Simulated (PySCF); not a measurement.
```xyz
5
charge 0 multiplicity 2, angstrom
Li    0.0000   -0.9404    0.0000
Li    3.0288   -1.0909    0.0000
Li   -3.0288   -1.0909    0.0000
Li    1.5564    1.5611    0.0000
Li   -1.5564    1.5611    0.0000
```

All numbers come from UPBE/[Li def2-SVP], no relativity, density fitting, PySCF.

This geometry of Li5 is a stationary point at this level.

(1) What is the point group?

(2) Is it a minimum?

(3) Which band is strongest in the infrared?

(4) Give the atomic charges and bond orders.

(5) Give the ideal-gas entropy at 298.15 K and 1 bar by parts.

Answers

(1) C2v.

(2) Yes: all harmonic wavenumbers are real, though the softest, 52 cm⁻¹, leaves little margin.

(3) 311 cm⁻¹ (b2), 13 km/mol.

(4) 
```tsv
atom	Mulliken	Löwdin	polar tensor	spin (Mulliken)	Mayer order to Li1
Li1	0.09	-0.10	0.07	0.21	–
Li2,3	-0.04	0.05	-0.02	0.20	0.42
Li4,5	0.00	0.00	-0.01	0.19	0.26
```
Other Mayer orders above 0.3: Li–Li 0.39, Li–Li 0.47 (×2).

(5) translation 153.2, rotation 103.2, vibration 97.7, spin 5.8; total 359.9 J/(mol K).

Only a few start shapes were tried, so a lower isomer may exist. At this level a doublet minimum of C2v symmetry lies 16 kJ/mol below this structure.
